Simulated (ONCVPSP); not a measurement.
What one change does to a pseudopotential (Ca (Z = 20), ONCV)

```json
{"Element": "Ca (Z = 20)", "Generator": "ONCVPSP 4.0.1", "Type": "optimised norm-conserving Vanderbilt (ONCV)", "Functional": "BLYP", "Relativity": "scalar-relativistic", "Frozen core": "[Ne]", "Valence charge": "10", "Reference configuration": "3s2 3p6 4s1.5 (charge +0.5)", "Partial waves": "3s+4s: rc 2.25 bohr, ncon 4, nbas 7, qcut 6.4 1/bohr, 2 projectors; 3p: rc 1.30 bohr, ncon 5, nbas 9, qcut 6.4 1/bohr, 2 projectors, debl 1.3 Ha; d scattering state at 0.06 Ha: rc 2.10 bohr, ncon 4, nbas 8, qcut 5.3 1/bohr, 2 projectors, debl 4 Ha; f scattering state at 0.32 Ha: rc 1.80 bohr, ncon 3, nbas 7, qcut 5.5 1/bohr, 3 projectors, debl 2.8 Ha", "Local potential": "polynomial inside 1.20 bohr (lpopt 5, dvloc0 4 Ha)", "Core correction": "Teter function fitted to the true core (icmod 2), fcfact 0.7"}
```

In the d channel the program set the typed energies aside and used -0.179, 3.821 Ha.

Change: all radii but the core radius scaled by about 1.21 (s 2.72, p 1.56, d 2.54, f 2.18 bohr); local potential polynomial inside 1.44 bohr (lpopt 5, dvloc0 4 Ha).

Cutoffs: the cutoffs (Ha) at which the residual kinetic energy of the hardest occupied pseudo-wave falls to 1 and 0.1 mHa per electron; they do not see the model core or the augmentation charge, which bear on the density cutoff. Errors are all-electron minus pseudo energies relative to the spin-unpolarised reference configuration.

Question: What does the change do?

Answer: The potential gets softer (15 Ha and 119 Ha → 14 Ha and 17 Ha); the errors of the 3 common tests hardly move; neither file shows a bound ghost. A larger radius leaves more room for a smooth pseudo-wave, so fewer plane waves are needed.

```tsv
quantity	base	changed
cutoff, loose	15 Ha	14 Ha
cutoff, tight	119 Ha	17 Ha
loose cutoff by channel	s 5.7 Ha, p 15 Ha	s 6.6 Ha, p 14 Ha
bound ghosts	none	none
GHOST(+) flags under 300 eV	none	none
tests with a reliable result	3 of 4	3 of 4
error for 3s2 3p6 4s2, meV [ΔE -2.44 eV]	0.0	+0.1
error for 3s2 3p6 4s1, meV [ΔE 3.79 eV]	-0.3	-0.3
error for 3s2 3p6 4s0, meV [ΔE 15.75 eV]	-2.7	-3.0
rms error of d²Exc/dni dnj with the model core, mHa	1.49	1.52
```

Base: The cutoffs count occupied waves only; projector 2 of the d channel, the hardest unoccupied one, needs 68 Ha at the loose tolerance. Changed file: The cutoffs count occupied waves only; projector 2 of the d channel, the hardest unoccupied one, needs 43 Ha at the loose tolerance.
